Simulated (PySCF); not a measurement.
# Vertical excitation energies

Compound: C₃H₅F₃SSi.
Bonds: C1–C2, C2–S3 (double), C2–Si4, Si4–C5, C5–F6, C5–F7, C5–F8. Hydrogens: H9, H10, H11 on C1; H12, H13 on Si4.

Method: PySCF, TDDFT wB97X-D/def2-SVPD, vertical, gas phase, core orbitals frozen in the response. Isolated species at its PBE0-D3(BJ)/def2-SVP geometry (one conformer only). Torsions of this conformer, `[CH3:1][C:2](=[S:3])[SiH2:4][C:5]([F:6])([F:7])[F:8]`: C1–C2–Si4–C5 -2°, C2–Si4–C5–F6 -60°.

```tsv
state	λ (nm)	E (eV)	f	|μ| (D)	main configurations (H = HOMO, L = LUMO)
S1	580.1	2.14	0.0000	0.04	H→L (99%)
S2	226.2	5.48	0.151	2.69	H-1→L (88%)
S3	223.8	5.54	0.0008	0.20	H-3→L (70%), H-2→L (26%)
S4	197.1	6.29	0.027	1.07	H→L+1 (67%), H→L+2 (22%)
S5	190.2	6.52	0.0061	0.50	H-2→L (64%), H-3→L (26%)
S6	184.7	6.71	0.153	2.45	H→L+3 (55%), H→L+2 (20%), H→L+1 (12%)
S7	181.8	6.82	0.029	1.06	H→L+2 (37%), H→L+3 (29%), H→L+6 (13%)
S8	170.4	7.28	0.064	1.52	H-4→L (91%)
S9	168.7	7.35	0.0021	0.27	H-5→L (77%), H→L+4 (9%)
S10	166.9	7.43	0.151	2.31	H→L+5 (62%), H→L+8 (9%), H→L+6 (8%)
```

Triplets, Tamm–Dancoff:

```
state  E (eV)  λ (nm)  main configurations (H = HOMO, L = LUMO)
   T1    1.67   743.0                                 H→L (99%)
   T2    3.13   395.8                               H-1→L (94%)
   T3    4.95   250.7                  H-3→L (70%), H-2→L (24%)
   T4    6.05   205.0                  H→L+1 (48%), H→L+2 (29%)
```

The lowest singlet lies at 2.14 eV (580 nm, visible) and is dark (f under 0.0005); its leading configuration is HOMO→LUMO (99%). The largest oscillator strength of a single state is 0.153. S1 has the pattern of n→π* at C=S. Weighted by f, the mean energy of these states is 6.62 eV. Orbital energies (eV): HOMO-3 -12.01, HOMO-2 -11.73, HOMO-1 -10.69, HOMO -8.68, LUMO -1.19, LUMO+1 1.75, LUMO+2 2.00. The oscillator strengths of these states sum to 0.584; summed over the whole spectrum of an exact calculation they would give the number of electrons, 80 (Thomas–Reiche–Kuhn). S1 lies in the visible range (380 to 750 nm), at 580 nm, dark in the vertical dipole picture (f under 0.0005); light of that wavelength is yellow-green to yellow, and its complementary colour is violet to blue; a Tamm–Dancoff triplet lies at 743 nm, without intensity as long as spin–orbit coupling is left out. All these states lie below the vertical ionisation energy of 8.96 eV (ΔSCF). The window holds the lowest 10 singlets.
